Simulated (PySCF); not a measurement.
## Working out the ionisation energy of Os

Os [Xe] 4f14 5d6 6s2 (5D) → Os⁺ [Xe] 4f14 5d6 6s1 (6D). Calculation: PySCF 2.14, in def2-TZVPPD with the def2 core potential (60 electrons); a scalar-relativistic core potential. Frozen: nothing. Energies in hartree (1 hartree = 27.21139 eV):

```json
{"part": "UHF", "Os (lower)": "-89.838555", "Os⁺ (upper)": "-89.599547"}
{"part": "MP2 opposite-spin", "Os (lower)": "-0.273765", "Os⁺ (upper)": "-0.225151"}
{"part": "MP2 same-spin", "Os (lower)": "-0.143295", "Os⁺ (upper)": "-0.133184"}
```

Problem. What does Hartree-Fock give?

Solution. (-89.599547) − (-89.838555) = 0.239008 hartree = 6.504 eV.

Problem. What do MP2 and SCS-MP2 (6/5 opposite-spin, 1/3 same-spin) give?

Solution. The opposite-spin parts differ by 1.323 eV and the same-spin parts by 0.275 eV. MP2: 6.504 + (1.323) + (0.275) = 8.102 eV. SCS-MP2: 6.504 + 1.2 × (1.323) + (0.275)/3 = 8.183 eV.

Measured between the centres of the two terms (NIST): 8.473 eV, so MP2 (valence and next inner shell) is off by -0.371 eV.

What remains against the reference includes basis incompleteness and correlation beyond second order.
